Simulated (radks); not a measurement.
Results of a calculation; reference values are marked as such.
Coulomb parameter of the 4f shell of the samarium ion Sm3+ in the model configuration [Xe] 4f4 6s1, as a second difference U = [E(n + 0.5) + E(n - 0.5) - 2 E(n)] / (0.5)^2 with all orbitals relaxed. "Bare": the charge of the atom changes with n. "Screened": the 6s shell takes up the change at fixed total charge, which measures U(4f,4f) + U(6s,6s) - 2 U(4f,6s). Level of theory: scalar-relativistic Kohn-Sham, r2SCAN, spin-unpolarised, spherical densities, finite nucleus; meta-GGA in the generalised Kohn-Sham scheme; Fermi nuclear charge, rms radius 5.0819 fm (a radial shooting solver on a logarithmic mesh with Libxc functionals).

| case | configuration | E - E(n) (eV) |
|---|---|---|
| start | [Xe] 4f4 6s1 | 0.000 |
| bare +0.5 | [Xe] 4f4.5 6s1 | -18.756 |
| bare -0.5 | [Xe] 4f3.5 6s1 | 23.680 |
| screened +0.5 | [Xe] 4f4.5 6s0.5 | -8.247 |
| screened -0.5 | [Xe] 4f3.5 6s1.5 | 10.258 |

U(bare) = 19.696 eV, U(screened by 6s) = 8.044 eV, against the Slater integral F0(4f,4f) = 29.537 eV with frozen orbitals.
